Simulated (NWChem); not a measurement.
System: C₂H₇S cation; SMILES C(C)[SH2+]

The following NWChem deck was run.

```
start job
memory heap 200 mb stack 900 mb global 1100 mb
charge 1
geometry units angstroms noautoz
  C      0.365031    -1.684992     0.000000
  C     -0.663916    -0.575565     0.000000
  S      0.028580     1.152226     0.000000
  H      1.004954    -1.668500    -0.904559
  H      1.004954    -1.668500     0.904559
  H     -0.182124    -2.650339     0.000000
  H     -1.320904    -0.563081    -0.894983
  H     -1.320904    -0.563081     0.894983
  H      0.964030     1.021178     0.997347
  H      0.964030     1.021178    -0.997347
end
basis spherical
  C library def2-svp
  S library def2-svp
  H library def2-svp
end
dft
  xc b3lyp
  iterations 150
  mulliken
end
task dft energy
```

Excerpt of the output:

```
             Northwest Computational Chemistry Package (NWChem) 7.3.0
             --------------------------------------------------------

 CS  symmetry detected

                             Geometry "geometry" -> ""
                             -------------------------

 Output coordinates in angstroms (scale by  1.889725989 to convert to a.u.)

  No.       Tag          Charge          X              Y              Z
 ---- ---------------- ---------- -------------- -------------- --------------
    1 C                    6.0000     0.34987164    -1.68392109     0.00000000
    2 C                    6.0000    -0.66480609    -0.56142864     0.00000000
    3 S                   16.0000     0.04972486     1.15736685     0.00000000
    4 H                    1.0000     0.98995320    -1.67561250    -0.90455900
    5 H                    1.0000     0.98995320    -1.67561250     0.90455900
    6 H                    1.0000    -0.20958157    -2.64219324     0.00000000
    7 H                    1.0000    -1.32158077    -0.54054541    -0.89498300
    8 H                    1.0000    -1.32158077    -0.54054541     0.89498300
    9 H                    1.0000     0.98342281     1.01436889     0.99734700
   10 H                    1.0000     0.98342281     1.01436889    -0.99734700

 Effective nuclear repulsion energy (a.u.)     115.3831994302

      Symmetry information
      --------------------

 Group name             Cs
 Group number              2
 Group order               2
 No. of unique centers     7

                                 NWChem DFT Module
                                 -----------------

 Summary of "ao basis" -> "ao basis" (spherical)
 ------------------------------------------------------------------------------
       Tag                 Description            Shells   Functions and Types
 ---------------- ------------------------------  ------  ---------------------
 C                          def2-svp                 6       14   3s2p1d
 S                          def2-svp                 8       18   4s3p1d
 H                          def2-svp                 3        5   2s1p

      Symmetry analysis of basis
      --------------------------

        a'         52
        a"         29

            General Information
            -------------------
          SCF calculation type: DFT
          Wavefunction type:  closed shell.
          No. of atoms     :    10
          No. of electrons :    34
           Alpha electrons :    17
            Beta electrons :    17
          Charge           :     1
          Spin multiplicity:     1
          Use of symmetry is: on ; symmetry adaption is: on
          Maximum number of iterations: 150
          AO basis - number of functions:    81
                     number of shells:    41
          Convergence on energy requested:  1.00D-06
          Convergence on density requested:  1.00D-05
          Convergence on gradient requested:  5.00D-04

              XC Information
              --------------
                         B3LYP Method XC Potential
                     Hartree-Fock (Exact) Exchange  0.200
                        Slater Exchange Functional  0.800 local
                    Becke 1988 Exchange Functional  0.720 non-local
              Lee-Yang-Parr Correlation Functional  0.810
                  VWN I RPA Correlation Functional  0.190 local

             Grid Information
             ----------------
          Grid used for XC integration:  medium
          Radial quadrature: Mura-Knowles
          Angular quadrature: Lebedev.
          Tag              B.-S. Rad. Rad. Pts. Rad. Cut. Ang. Pts.
          ---              ---------- --------- --------- ---------
          C                   0.70       49           9.0       434
          S                   1.00       88          10.0       590
          H                   0.35       45          11.0       434
          Grid pruning is: on
          Number of quadrature shells:   366
          Spatial weights used:  Erf1

      Superposition of Atomic Density Guess
      -------------------------------------

 Sum of atomic energies:        -476.09189256

 Renormalizing density from      35.00 to     34

      Non-variational initial energy
      ------------------------------

 Total energy =    -468.949003
 1-e energy   =    -857.137465
 2-e energy   =     272.805262
 HOMO         =      -0.694273
 LUMO         =      -0.264746

      Symmetry analysis of molecular orbitals - initial
      -------------------------------------------------

  Numbering of irreducible representations:

     1 a'          2 a"

  Orbital symmetries:

     1 a'          2 a'          3 a'          4 a'          5 a'
     6 a"          7 a'          8 a'          9 a'         10 a'
    11 a"         12 a'         13 a'         14 a"         15 a'
    16 a'         17 a"         18 a'         19 a"         20 a'
    21 a'         22 a'         23 a"         24 a'         25 a"
    26 a'         27 a"

     ---------------------------------------------
      Total Density - Mulliken Population Analysis
     ---------------------------------------------

    Atom       Charge   Shell Charges
 -----------   ------   -------------------------------------------------------
    1 C    6     6.48   1.99  1.02  0.19  2.27  0.99  0.02
    2 C    6     6.37   1.99  1.03  0.25  2.04  1.02  0.04
    3 S   16    15.96   2.00  2.00  1.37  0.38  5.97  2.04  2.14  0.07
    4 H    1     0.80   0.63  0.14  0.03
    5 H    1     0.80   0.63  0.14  0.03
    6 H    1     0.77   0.61  0.13  0.03
    7 H    1     0.76   0.63  0.11  0.02
    8 H    1     0.76   0.63  0.11  0.02
    9 H    1     0.65   0.51  0.11  0.03
   10 H    1     0.65   0.51  0.11  0.03

[...]
```

Level: B3LYP/def2-SVP. Coordinates come from a PBE-D3(BJ)/def2-SVP optimisation. B3LYP is NWChem's, with the RPA form of VWN correlation.
